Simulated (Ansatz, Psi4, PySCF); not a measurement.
CH$_{3}$Se$_{2}$, doublet, geometry from GFN2-xTB. Base run: BHANDHLYP/STO-3G in PySCF.

Input for PySCF:
```python
from pyscf import gto, scf, dft

mol = gto.M(
    atom='''
C    -2.115472   -0.418797    0.074881
Se   -0.554195    0.772414   -0.092372
Se    1.138492   -0.643262    0.069978
H    -2.072655   -0.923079    1.036731
H    -3.009808    0.192204    0.006492
H    -2.090800   -1.147513   -0.731129
''',
    basis='sto-3g',
    charge=0,
    spin=1,
    verbose=4,
)

mf = dft.UKS(mol)
mf.xc = 'bhandhlyp'
mf.kernel()
```

The same geometry, method and basis name were run in Ansatz (a first-principles code) and Psi4 and PySCF, at each program's defaults and at the settings that a row names. The base is PySCF at its defaults. Differences at the defaults can come from grids, fitting, cores and function types together.

```tsv
code and settings	ΔE vs base (µEh)	basis functions	E (Eh)	SCF cycles	dipole (D)
PySCF, defaults (exact integrals, its default grid, spherical functions)	0.0	44	-4789.37294	11	1.85
Psi4, defaults (density fitting with its default set, its default grid, spherical functions)	-1908	44	-4789.37485	9	1.85
Ansatz, defaults (factorised integrals, its default grid, spherical functions)	5.6	44	-4789.37293	-	-
PySCF, density fitting with def2-universal-jkfit	-1972	44	-4789.37491	11	1.85
PySCF, fine grid	0.6	44	-4789.37294	11	1.85
Psi4, exact integrals, spherical functions, fine grid	1.9	44	-4789.37294	12	1.85
Ansatz, high accuracy	1.1	44	-4789.37294	-	-
```

Open shells are given as the SCF converged; they aren't shown to be the lowest states, and a large step between rows can be another state.
